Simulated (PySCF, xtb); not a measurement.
Sn(Cl)2(OMe)(NH2) (CH5Cl2NOSn), SMILES C[O][Sn]([NH2])([Cl])[Cl].

GFN2-xTB (xtb 6.7.1) at its own geometry gives an orbital gap of 2.82 eV and a dipole moment of 2.67 D.

Geometry optimised at r2SCAN-D4/def2-SVP. The def2 effective core potentials stand for the cores of Sn; spin–orbit coupling is left out. One conformer was computed; it need not be the lowest.

### Question
What does PySCF with PBE/def2-TZVP give? (Estimate from the structure and the level; the computed values follow.)

### Answer
gap 3.47 eV (levels -6.68 and -3.21 eV), dipole 2.45 D.
